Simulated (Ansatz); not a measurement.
Molecule: C₄H₃N₂, charge 0, multiplicity 2. It need not be the lowest isomer of its formula. 
Coordinates optimised at B3LYP-D3(BJ)/def2-TZVP (Ansatz, a program for electronic structure):
```xyz
9

C     -0.0095    -1.3225    -0.0236
N      1.1781    -0.7892    -0.0507
C      1.1903     0.5524    -0.0269
C      0.0092     1.2810     0.0228
C     -1.1822     0.5682     0.0468
N     -1.1894    -0.7735     0.0228
H      2.1599     1.0368    -0.0481
H      0.0170     2.3617     0.0421
H     -2.1448     1.0655     0.0856
```
Charge 0, spin multiplicity 2.

Parts of the frozen-core correlation energy in cc-pVQZ (Ansatz, hartree). Frozen orbitals: 6; correlated occupied orbitals by spin: 15 and 14; virtual: 399 and 400. Open shells are spin-unrestricted. Spin-orbit coupling is left out. No relativistic terms.

| term | value |
|---|---|
| reference (HF) | -262.15551 |
| MP2 opposite-spin | -0.74311 |
| MP2 same-spin | -0.25746 |
| CCSD correlation | -1.03567 |
| (T) | -0.05976 |
| T1 diagnostic | 0.045 |
| largest doubles amplitude | 0.075 |
| <S^2> of the reference | 1.236 |
